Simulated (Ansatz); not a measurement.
The cluster Na6Zr. The state is a triplet with charge 0. Geometry PBE-D4/def2-SVP; atoms count from 1.

```tsv
atom	x (Å)	y (Å)	z (Å)
Zr1	1.303	1.004	0.109
Na2	0.163	-0.428	2.913
Na3	1.793	-2.291	0.481
Na4	-1.474	-1.158	-0.122
Na5	1.008	-0.925	-2.612
Na6	-1.658	2.051	1.319
Na7	-1.135	1.747	-2.087
```

In the def2 sets Zr takes a core potential; there is no spin–orbit coupling. The charge 0 triplet is spin-contaminated (final ⟨S²⟩ up to 2.95, 2.00 for a pure state). The geometry of the triplet was relaxed on an unsound state (⟨S²⟩ 2.75, where a pure state has 2.00). At PBE0-D4/def2-TZVP a quintet of charge 0 lies 0.12 eV below the triplet, each at its own geometry. The structure comes from a short search, and lower isomers may exist.

Q: Estimate the Mulliken populations from the PBE0/def2-TZVP orbitals of Ansatz.

A: 
```tsv
atom	charge (e)	spin (α − β)	d electrons
Zr1	-0.39	2.55	2.71
Na2	0.05	-0.07	–
Na3	0.05	-0.07	–
Na4	0.15	-0.18	–
Na5	0.05	-0.07	–
Na6	0.05	-0.07	–
Na7	0.05	-0.07	–
```
Mulliken values and Mayer orders depend strongly on the basis.

Q: Where does the spin sit?

A: Summed by element: Zr 2.55, Na -0.55, of 2 unpaired in all. Largest on single atoms: Zr1 2.55, Na4 -0.18, Na6 -0.07.

Q: And the Mayer bond orders between bonded heavy atoms (over 0.3)?

A: Zr1–Na2 0.56 (3.35 Å); Zr1–Na3 0.56 (3.35 Å); Zr1–Na4 0.41 (3.53 Å); Zr1–Na5 0.56 (3.35 Å); Zr1–Na6 0.55 (3.37 Å); Zr1–Na7 0.55 (3.36 Å).
